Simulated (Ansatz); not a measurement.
Ansatz (a program for electronic structure) input for CH₈FNSi₂, SMILES C[Si@@H](F)N[SiH3], PBE0-D3(BJ)/def2-SVP. 

Ansatz 0.2 input:
```yaml
crystal:
  periodic: [false, false, false]
  atoms:
    - {symbol: C, position_ang: [1.64286695, 1.11847202, -0.50345213]}
    - {symbol: Si, position_ang: [0.84865140, -0.54860384, -0.11988031]}
    - {symbol: F, position_ang: [1.54583916, -1.19335731, 1.19000456]}
    - {symbol: N, position_ang: [-0.80395177, -0.35276131, 0.32693229]}
    - {symbol: Si, position_ang: [-2.02400106, 0.67746877, -0.34866070]}
    - {symbol: H, position_ang: [1.14188552, 1.60530428, -1.33398366]}
    - {symbol: H, position_ang: [1.58778512, 1.78570851, 0.35247895]}
    - {symbol: H, position_ang: [2.69019071, 1.00581772, -0.76734141]}
    - {symbol: H, position_ang: [1.05151296, -1.55942833, -1.15177512]}
    - {symbol: H, position_ang: [-1.11054886, -0.97357964, 1.05792556]}
    - {symbol: H, position_ang: [-2.00659141, 0.52762733, -1.80613310]}
    - {symbol: H, position_ang: [-1.75244866, 2.07585630, -0.00004664]}
    - {symbol: H, position_ang: [-3.28898165, 0.22729788, 0.23059553]}
basis:
  gaussian:
    orbitals: def2-SVP
hamiltonian:
  xc: pbe0
  dispersion: d3bj
relax: {f_tol: 0.002, max_steps: 200}
```

Output:

```
[...]
integrals: 0.08 GiB planned
1239 factors; integrals over basis functions are off by at most 4.5e-4 eV
mean field: 0.56 GiB planned
mean field -21111.32932748 eV, -775.8270430118 hartree, gradient 1.8e-5 eV, S^2 0.000000; 0 other end points of the search recorded, 0 dependent functions left out
the calculation of the forces begins
reference -21111.32935860 eV, -775.8270441555 hartree; 29, 29 occupied and 89, 89 virtual orbitals, 1239 factors
relax step  42: F+E_penalty+E_count = -21111.58972894 eV  Δ(F+E_penalty+E_count) = -2.386e-4 eV  max|allowed force component| = 1.243e-2 eV/Å  Δτ_max = 0.0088 Å  (22 SCF iters, accepted)
these checks for a lower state are left out or cut short: starts, cluster_reference, orbital_swaps, neighbouring_geometries, increment
integrals: 0.08 GiB planned
1239 factors; integrals over basis functions are off by at most 4.5e-4 eV
mean field: 0.56 GiB planned
mean field -21111.32927625 eV, -775.8270411294 hartree, gradient 8.2e-6 eV, S^2 0.000000; 0 other end points of the search recorded, 0 dependent functions left out
the calculation of the forces begins
reference -21111.32930738 eV, -775.8270422731 hartree; 29, 29 occupied and 89, 89 virtual orbitals, 1239 factors
relax step  43: F+E_penalty+E_count = -21111.58974093 eV  Δ(F+E_penalty+E_count) = -1.199e-5 eV  max|allowed force component| = 8.839e-3 eV/Å  Δτ_max = 0.0073 Å  (22 SCF iters, accepted)
these checks for a lower state are left out or cut short: starts, cluster_reference, orbital_swaps, neighbouring_geometries, increment
integrals: 0.08 GiB planned
1239 factors; integrals over basis functions are off by at most 4.5e-4 eV
mean field: 0.56 GiB planned
mean field evaluation 256: about -21111.3296 eV, gradient 1.5e-5 eV
mean field -21111.32963320 eV, -775.8270542470 hartree, gradient 8.3e-5 eV, S^2 0.000000; 0 other end points of the search recorded, 0 dependent functions left out
the calculation of the forces begins
reference -21111.32966442 eV, -775.8270553943 hartree; 29, 29 occupied and 89, 89 virtual orbitals, 1239 factors
relax step  44: F+E_penalty+E_count = -21111.58996016 eV  Δ(F+E_penalty+E_count) = -2.192e-4 eV  max|allowed force component| = 2.284e-2 eV/Å  Δτ_max = 0.0381 Å  (24 SCF iters, accepted)
these checks for a lower state are left out or cut short: starts, cluster_reference, orbital_swaps, neighbouring_geometries, increment
integrals: 0.08 GiB planned
1239 factors; integrals over basis functions are off by at most 4.6e-4 eV
mean field: 0.56 GiB planned
mean field -21111.32994730 eV, -775.8270657900 hartree, gradient 8.4e-5 eV, S^2 0.000000; 0 other end points of the search recorded, 0 dependent functions left out
the calculation of the forces begins
reference -21111.32997861 eV, -775.8270669406 hartree; 29, 29 occupied and 89, 89 virtual orbitals, 1239 factors
relax step  45: F+E_penalty+E_count = -21111.59012027 eV  Δ(F+E_penalty+E_count) = -1.601e-4 eV  max|allowed force component| = 4.143e-2 eV/Å  Δτ_max = 0.0664 Å  (25 SCF iters, accepted)
these checks for a lower state are left out or cut short: starts, cluster_reference, orbital_swaps, neighbouring_geometries, increment
integrals: 0.08 GiB planned
1239 factors; integrals over basis functions are off by at most 4.6e-4 eV
mean field: 0.56 GiB planned
mean field -21111.33004657 eV, -775.8270694379 hartree, gradient 9.0e-6 eV, S^2 0.000000; 0 other end points of the search recorded, 0 dependent functions left out
the calculation of the forces begins
reference -21111.33007787 eV, -775.8270705881 hartree; 29, 29 occupied and 89, 89 virtual orbitals, 1239 factors
relax step  46: F+E_penalty+E_count = -21111.59025344 eV  Δ(F+E_penalty+E_count) = -1.332e-4 eV  max|allowed force component| = 2.093e-2 eV/Å  Δτ_max = 0.0067 Å  (22 SCF iters, accepted)
these checks for a lower state are left out or cut short: starts, cluster_reference, orbital_swaps, neighbouring_geometries, increment
integrals: 0.08 GiB planned
1239 factors; integrals over basis functions are off by at most 4.6e-4 eV
mean field: 0.56 GiB planned
mean field -21111.33023090 eV, -775.8270762120 hartree, gradient 2.0e-5 eV, S^2 0.000000; 0 other end points of the search recorded, 0 dependent functions left out
the calculation of the forces begins
reference -21111.33026218 eV, -775.8270773613 hartree; 29, 29 occupied and 89, 89 virtual orbitals, 1239 factors
relax step  47: F+E_penalty+E_count = -21111.59029664 eV  Δ(F+E_penalty+E_count) = -4.320e-5 eV  max|allowed force component| = 2.003e-2 eV/Å  Δτ_max = 0.0122 Å  (22 SCF iters, accepted)
these checks for a lower state are left out or cut short: starts, cluster_reference, orbital_swaps, neighbouring_geometries, increment
integrals: 0.08 GiB planned
1239 factors; integrals over basis functions are off by at most 4.6e-4 eV
mean field: 0.56 GiB planned
mean field -21111.33026067 eV, -775.8270773059 hartree, gradient 1.1e-5 eV, S^2 0.000000; 0 other end points of the search recorded, 0 dependent functions left out
the calculation of the forces begins
reference -21111.33029192 eV, -775.8270784546 hartree; 29, 29 occupied and 89, 89 virtual orbitals, 1239 factors
relax step  48: F+E_penalty+E_count = -21111.59041358 eV  Δ(F+E_penalty+E_count) = -1.169e-4 eV  max|allowed force component| = 7.083e-3 eV/Å  Δτ_max = 0.0270 Å  (22 SCF iters, accepted)
these checks for a lower state are left out or cut short: starts, cluster_reference, orbital_swaps, neighbouring_geometries, increment
integrals: 0.08 GiB planned
1239 factors; integrals over basis functions are off by at most 4.8e-4 eV
mean field: 0.56 GiB planned
mean field -21111.33033416 eV, -775.8270800067 hartree, gradient 8.3e-5 eV, S^2 0.000000; 0 other end points of the search recorded, 0 dependent functions left out
the calculation of the forces begins
reference -21111.33036538 eV, -775.8270811540 hartree; 29, 29 occupied and 89, 89 virtual orbitals, 1239 factors
relax step  49: F+E_penalty+E_count = -21111.59047829 eV  Δ(F+E_penalty+E_count) = -6.471e-5 eV  max|allowed force component| = 1.119e-2 eV/Å  Δτ_max = 0.0473 Å  (24 SCF iters, accepted)
these checks for a lower state are left out or cut short: starts, cluster_reference, orbital_swaps, neighbouring_geometries, increment
integrals: 0.08 GiB planned
1239 factors; integrals over basis functions are off by at most 4.8e-4 eV
mean field: 0.56 GiB planned
mean field evaluation 288: about -21111.3304 eV, gradient 7.8e-4 eV
mean field -21111.33035283 eV, -775.8270806930 hartree, gradient 2.2e-5 eV, S^2 0.000000; 0 other end points of the search recorded, 0 dependent functions left out
the calculation of the forces begins
reference -21111.33038402 eV, -775.8270818392 hartree; 29, 29 occupied and 89, 89 virtual orbitals, 1239 factors
relax step  50: F+E_penalty+E_count = -21111.59050490 eV  Δ(F+E_penalty+E_count) = -2.661e-5 eV  max|allowed force component| = 1.029e-2 eV/Å  Δτ_max = 0.0179 Å  (22 SCF iters, accepted)
these checks for a lower state are left out or cut short: starts, cluster_reference, orbital_swaps, neighbouring_geometries, increment
integrals: 0.08 GiB planned
1239 factors; integrals over basis functions are off by at most 4.9e-4 eV
mean field: 0.56 GiB planned
mean field -21111.33038012 eV, -775.8270816957 hartree, gradient 1.3e-5 eV, S^2 0.000000; 0 other end points of the search recorded, 0 dependent functions left out
the calculation of the forces begins
reference -21111.33041129 eV, -775.8270828411 hartree; 29, 29 occupied and 89, 89 virtual orbitals, 1239 factors
relax step  51: F+E_penalty+E_count = -21111.59051859 eV  Δ(F+E_penalty+E_count) = -1.369e-5 eV  max|allowed force component| = 8.086e-3 eV/Å  Δτ_max = 0.0125 Å  (22 SCF iters, accepted)
these checks for a lower state are left out or cut short: starts, cluster_reference, orbital_swaps, neighbouring_geometries, increment
integrals: 0.08 GiB planned
1239 factors; integrals over basis functions are off by at most 4.9e-4 eV
mean field: 0.56 GiB planned
mean field -21111.33038679 eV, -775.8270819407 hartree, gradient 8.4e-6 eV, S^2 0.000000; 0 other end points of the search recorded, 0 dependent functions left out
the calculation of the forces begins
reference -21111.33041794 eV, -775.8270830855 hartree; 29, 29 occupied and 89, 89 virtual orbitals, 1239 factors
relax step  52: F+E_penalty+E_count = -21111.59052644 eV  Δ(F+E_penalty+E_count) = -7.852e-6 eV  max|allowed force component| = 7.121e-3 eV/Å  Δτ_max = 0.0116 Å  (21 SCF iters, accepted)
these checks for a lower state are left out or cut short: starts, cluster_reference, orbital_swaps, neighbouring_geometries, increment
integrals: 0.08 GiB planned
1239 factors; integrals over basis functions are off by at most 4.9e-4 eV
mean field: 0.56 GiB planned
mean field -21111.33038655 eV, -775.8270819322 hartree, gradient 2.5e-5 eV, S^2 0.000000; 0 other end points of the search recorded, 0 dependent functions left out
the calculation of the forces begins
reference -21111.33041770 eV, -775.8270830769 hartree; 29, 29 occupied and 89, 89 virtual orbitals, 1239 factors
relax step  53: F+E_penalty+E_count = -21111.59052835 eV  Δ(F+E_penalty+E_count) = -1.909e-6 eV  max|allowed force component| = 3.278e-3 eV/Å  Δτ_max = 0.0031 Å  (19 SCF iters, accepted)
these checks for a lower state are left out or cut short: starts, cluster_reference, orbital_swaps, neighbouring_geometries, increment
integrals: 0.08 GiB planned
1239 factors; integrals over basis functions are off by at most 4.9e-4 eV
mean field: 0.56 GiB planned
mean field -21111.33037611 eV, -775.8270815484 hartree, gradient 2.3e-5 eV, S^2 0.000000; 0 other end points of the search recorded, 0 dependent functions left out
the calculation of the forces begins
reference -21111.33040726 eV, -775.8270826930 hartree; 29, 29 occupied and 89, 89 virtual orbitals, 1239 factors
relax step  54: F+E_penalty+E_count = -21111.59052931 eV  Δ(F+E_penalty+E_count) = -9.617e-7 eV  max|allowed force component| = 8.415e-4 eV/Å  Δτ_max = 0.0025 Å  (19 SCF iters, accepted)
integrals: 0.08 GiB planned
1239 factors; integrals over basis functions are off by at most 4.9e-4 eV
mean field: 0.56 GiB planned
mean field evaluation 320: about -21111.3298 eV, gradient 5.7e-1 eV
mean field -21111.33037611 eV, -775.8270815484 hartree, gradient 2.3e-5 eV, S^2 0.000000; 1 other end points of the search recorded, 0 dependent functions left out
the calculation of the forces begins
reference -21111.33040726 eV, -775.8270826930 hartree; 29, 29 occupied and 89, 89 virtual orbitals, 1239 factors
Total energy: -21111.59056046 eV, -775.8366431469 hartree
Atom 0 at     1.661037     1.044597    -0.589492 Å, force    -0.000415    -0.000027    -0.000226 eV/Å
Atom 1 at     0.868770    -0.520277     0.018774 Å, force    -0.000200    -0.000303     0.000200 eV/Å
Atom 2 at     1.199903    -0.629911     1.614711 Å, force     0.000239     0.000108     0.000203 eV/Å
Atom 3 at    -0.835409    -0.539184    -0.257345 Å, force    -0.000066    -0.000624    -0.000390 eV/Å
Atom 4 at    -2.014104     0.743345    -0.161224 Å, force    -0.000284     0.000824    -0.000002 eV/Å
Atom 5 at     1.494491     1.178157    -1.669169 Å, force     0.000005    -0.000145    -0.000441 eV/Å
Atom 6 at     1.259778     1.925817    -0.066579 Å, force    -0.000152     0.000343     0.000577 eV/Å
Atom 7 at     2.746065     1.011931    -0.407303 Å, force     0.000503    -0.000116    -0.000008 eV/Å
Atom 8 at     1.434998    -1.751231    -0.597148 Å, force     0.000082    -0.000012     0.000053 eV/Å
Atom 9 at    -1.227834    -1.473632    -0.349302 Å, force     0.000203     0.000535    -0.000083 eV/Å
Atom 10 at    -2.839690     0.812303    -1.406613 Å, force     0.000409     0.000042     0.000553 eV/Å
Atom 11 at    -1.273345     2.026545     0.007038 Å, force    -0.000726    -0.000842    -0.000073 eV/Å
Atom 12 at    -2.952453     0.567363     0.990316 Å, force     0.000403     0.000217    -0.000362 eV/Å
Dipole moment:    -0.099355    -0.001103    -0.326147 e Å
```

The run converged.
